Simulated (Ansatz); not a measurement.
C₂H₃O (SMILES [CH]1CO1), doublet, at a GFN2-xTB geometry; CCSD(T)/def2-SVP in Ansatz (a first-principles code).

Here is a job for Ansatz.
Ansatz 0.2 input:
```yaml
crystal:
  periodic: [false, false, false]
  atoms:
    - {symbol: C, position_ang: [0.01087352, 0.76232142, -0.35451736]}
    - {symbol: O, position_ang: [0.03604346, 0.06301074, 0.80368470]}
    - {symbol: C, position_ang: [0.04678985, -0.68289431, -0.41305190]}
    - {symbol: H, position_ang: [-0.76746590, 1.46394712, -0.59035908]}
    - {symbol: H, position_ang: [-0.84981573, -1.26718433, -0.59441867]}
    - {symbol: H, position_ang: [0.98295372, -1.17741137, -0.63928419]}
basis:
  gaussian:
    orbitals: def2-SVP
magnetization: {spin_polarized: true, initial_magnetization: 1}
correlation: {method: ccsd_t, electrons: outside_noble_gas}
accuracy: high
```

**Question.** What does Ansatz print? Leave out banner, timings and long lists.

**Answer.** 
```
Functional definition: HF
1332 factors; integrals over basis functions are off by at most 3.3e-9 eV
mean field evaluation 1: about -4137.6192 eV, gradient 1.6e1 eV
mean field evaluation 2: about -4137.6249 eV, gradient 1.6e1 eV
mean field evaluation 4: about -4139.0814 eV, gradient 3.3e0 eV
mean field evaluation 8: about -4139.1656 eV, gradient 2.0e-1 eV
mean field evaluation 16: about -4138.8399 eV, gradient 7.5e0 eV
mean field -4139.16665577 eV, -152.1115689716 hartree, gradient 2.0e-8 eV, S^2 0.758574; 0 other end points of the search recorded, 0 dependent functions left out
3 core orbitals not correlated
reference -4139.16665577 eV, -152.1115689716 hartree; 9, 8 occupied and 45, 46 virtual orbitals, 1332 factors
second order -11.69622671 eV of doubles, -0.00000000 eV of singles
cycle   1  -11.98016953 eV  change   -2.8e-1 eV  update   8.6e-2
cycle   2  -12.32013768 eV  change   -3.4e-1 eV  update   2.6e-2
cycle   3  -12.41813868 eV  change   -9.8e-2 eV  update   1.9e-2
cycle   4  -12.41674759 eV  change    1.4e-3 eV  update   8.2e-3
cycle   5  -12.41855879 eV  change   -1.8e-3 eV  update   4.2e-3
cycle   6  -12.41932800 eV  change   -7.7e-4 eV  update   1.4e-3
cycle   7  -12.41902020 eV  change    3.1e-4 eV  update   4.8e-4
cycle   8  -12.41917601 eV  change   -1.6e-4 eV  update   2.1e-4
cycle   9  -12.41918150 eV  change   -5.5e-6 eV  update   7.2e-5
cycle  10  -12.41915879 eV  change    2.3e-5 eV  update   3.0e-5
cycle  11  -12.41917922 eV  change   -2.0e-5 eV  update   1.3e-5
cycle  12  -12.41917621 eV  change    3.0e-6 eV  update   6.3e-6
cycle  13  -12.41917720 eV  change   -9.8e-7 eV  update   2.8e-6
cycle  14  -12.41917477 eV  change    2.4e-6 eV  update   1.2e-6
cycle  15  -12.41917402 eV  change    7.5e-7 eV  update   4.5e-7
cycle  16  -12.41917423 eV  change   -2.1e-7 eV  update   1.8e-7
cycle  17  -12.41917437 eV  change   -1.4e-7 eV  update   8.5e-8
cycle  18  -12.41917443 eV  change   -5.4e-8 eV  update   4.0e-8
cycle  19  -12.41917443 eV  change   1.2e-10 eV  update   2.5e-8
cycle  20  -12.41917440 eV  change    2.4e-8 eV  update   1.0e-7
cycle  21  -12.41917441 eV  change   -8.3e-9 eV  update   2.5e-8
cycle  22  -12.41917441 eV  change   -1.1e-9 eV  update   7.0e-9
cycle  23  -12.41917441 eV  change    1.0e-9 eV  update   2.7e-9
cycle  24  -12.41917441 eV  change  -8.1e-11 eV  update  9.4e-10
perturbative correction -0.37625579 eV, -0.0138271451 hartree
Total energy: -4151.96208597 eV, -152.5817923583 hartree
```
